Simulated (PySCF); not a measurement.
A GIAO shielding run with PySCF (density fitting, non-relativistic, gas phase) on `CC1([S-])CCOCC1`, [C6H11OS]-:

```
$ OMP_NUM_THREADS=1 python probes_run.py task.json out

{"job": {"kind": "nmr", "xc": "PBE0", "basis": "pcSseg-1"}, "charge": -1, "multiplicity": 1}
C      2.129208     0.478807     0.128076
C      0.653696     0.173070     0.391382
S      0.341316     0.235188     2.180285
C      0.301808    -1.214243    -0.168129
C     -1.196945    -1.453836    -0.035859
O     -1.955532    -0.483246    -0.730703
C     -1.693486     0.801395    -0.200323
C     -0.228507     1.194224    -0.343775
H      2.361811     0.451893    -0.942263
H      2.372133     1.465827     0.518821
H      2.750359    -0.251627     0.644332
H      0.592348    -1.277215    -1.225575
H      0.837413    -1.983575     0.392819
H     -1.451544    -1.425458     1.033954
H     -1.488114    -2.422362    -0.457843
H     -1.945622     0.817342     0.870292
H     -2.349900     1.490694    -0.743331
H      0.040892     1.225793    -1.408191
H     -0.081137     2.186580     0.088567
```

Hardware: 1 thread of an Intel Xeon Platinum 8259CL, shared host. The job also computes population analyses, field gradients, ring-centre shieldings.

(1) How large is the calculation?

(2) How long does it take, and how much memory does it need?

Results:

(1) 72 electrons, 198 basis functions and 1046 auxiliary functions.

(2) 45 s of wall time, with 12 SCF cycles and 5 response iterations; peak memory 0.89 GiB. Times on a shared host scatter by some tens of per cent.
